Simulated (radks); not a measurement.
Task: Pm3+, 58 electrons, occupied as [Xe] 4f3 6s1 (not the ground configuration). All-electron calculation, Dirac Kohn-Sham, LDA (Slater exchange, Perdew-Wang correlation), spin-unpolarised, spherical densities, point nucleus; open shells fill j = l - 1/2 first. Program: a radial shooting solver on a logarithmic mesh with Libxc functionals.

Spin-orbit splittings of the eigenvalues, e(l+1/2) - e(l-1/2), with zeta = 2 splitting/(2l+1) and mean radii in bohr:

| shell | occ. | splitting (eV) | zeta (eV) | <r> j=l-1/2 | <r> j=l+1/2 |
|---|---|---|---|---|---|
| 2p | 6 | 559.4 | 373.0 | 0.08248 | 0.08900 |
| 3p | 6 | 112.4 | 74.93 | 0.2501 | 0.2627 |
| 3d | 10 | 24.37 | 9.747 | 0.2341 | 0.2380 |
| 4p | 6 | 24.99 | 16.66 | 0.6053 | 0.6335 |
| 4d | 10 | 4.496 | 1.798 | 0.6749 | 0.6847 |
| 4f | 3 | 0.5835 | 0.1667 | 0.8724 | 0.8800 |
| 5p | 6 | ? | ? | 1.511 | 1.585 |

Estimate the 5p splitting.

Result: 4.050 eV (zeta = 2.700 eV).
